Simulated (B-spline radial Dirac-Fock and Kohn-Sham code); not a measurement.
**Ionisation energies of iron ions, computed and tabulated**

Model: multi-electron Dirac-Fock with separately optimised hole states, Breit and Lamb-shift corrections added in first order. Program: a radial finite-basis atomic code. Each value is the difference of the configuration-average energies of two neighbouring ions in their tabulated ground configurations. Correlation energy is missing from these numbers. NIST's values refer to the lowest levels; many for high charge states are themselves semi-empirical or theoretical. Where a p, d or f shell is open in either ion the computed value averages over both j values and all terms, while the table refers to the lowest levels; that difference holds spin-orbit splitting (largest in heavy or highly charged ions), term energies where several electrons share open shells, and correlation, and it can reach 10 % or more.

| ion | configuration | computed (eV) | NIST (eV) | kind | NIST − computed (eV) |
| --- | --- | --- | --- | --- | --- |
| Fe | [Ar] 3d6 4s2 | 6.88 | 7.902468 | measured | +1.02 |
| Fe⁺ | [Ar] 3d6 4s1 | 14.90 | 16.19921 | measured | +1.29 |
| Fe²⁺ | [Ar] 3d6 | 31.72 | 30.651 ± 0.012 | measured | -1.07 |
| Fe³⁺ | [Ar] 3d5 | 51.04 | 54.91 ± 0.04 | measured | +3.87 |
| Fe⁴⁺ | [Ar] 3d4 | 72.71 | 75 ± 0.15 | semi-empirical | +2.29 |
| Fe⁵⁺ | [Ar] 3d3 | 96.49 | 98.985 ± 0.015 | measured | +2.50 |
| Fe⁶⁺ | [Ar] 3d2 | 122.2 | 124.9671 | measured | +2.73 |
| Fe⁷⁺ | [Ar] 3d1 | 149.9 | 151.06 ± 0.012 | measured | +1.18 |
| Fe⁸⁺ | [Ne] 3s2 3p6 | 233.1 | 233.6 ± 0.4 | semi-empirical | +0.49 |
| Fe⁹⁺ | [Ne] 3s2 3p5 | 262.4 | 262.1 ± 0.12 | semi-empirical | -0.35 |
| Fe¹⁰⁺ | [Ne] 3s2 3p4 | 292.7 | 290.9 ± 0.4 | semi-empirical | -1.85 |
| Fe¹¹⁺ | [Ne] 3s2 3p3 | 324.0 | 330.8 ± 0.6 | semi-empirical | +6.81 |
| Fe¹²⁺ | [Ne] 3s2 3p2 | 356.2 | 361 ± 0.7 | semi-empirical | +4.83 |
| Fe¹³⁺ | [Ne] 3s2 3p1 | 389.3 | 392.2 ± 0.7 | semi-empirical | +2.93 |
| Fe¹⁴⁺ | [Ne] 3s2 | 452.9 | 456.2 ± 0.5 | measured | +3.32 |
| Fe¹⁵⁺ | [Ne] 3s1 | 488.7 | 489.312 ± 0.014 | semi-empirical | +0.65 |
| Fe¹⁶⁺ | [He] 2s2 2p6 | 1264.6 | 1262.7 ± 0.7 | semi-empirical | -1.88 |
| Fe¹⁷⁺ | [He] 2s2 2p5 | 1364.0 | 1357.8 ± 1.9 | semi-empirical | -6.18 |
| Fe¹⁸⁺ | [He] 2s2 2p4 | 1466.3 | 1460 ± 3 | semi-empirical | -6.27 |
| Fe¹⁹⁺ | [He] 2s2 2p3 | 1571.5 | 1575.6 ± 0.5 | measured | +4.13 |
| Fe²⁰⁺ | [He] 2s2 2p2 | 1679.6 | 1687 ± 1 | semi-empirical | +7.45 |
| Fe²¹⁺ | [He] 2s2 2p1 | 1790.5 | 1798.4 ± 0.8 | semi-empirical | +7.88 |
| Fe²²⁺ | [He] 2s2 | 1943.6 | 1950.4 ± 1.8 | semi-empirical | +6.83 |
| Fe²³⁺ | [He] 2s1 | 2045.6 | 2045.759 ± 0.007 | theoretical | +0.16 |
| Fe²⁴⁺ | 1s2 | 8826.7 | 8828.186 | theoretical | +1.48 |
| Fe²⁵⁺ | 1s1 | 9277.8 | 9277.689 | theoretical | -0.09 |

Question: Where in this range is the largest relative jump, and why?

Answer: From Fe²³⁺ (2045.6 eV) to Fe²⁴⁺ (8826.7 eV), a factor of 4.31. The configuration goes from [He] 2s1 to 1s2, so the next electron comes out of a deeper subshell.
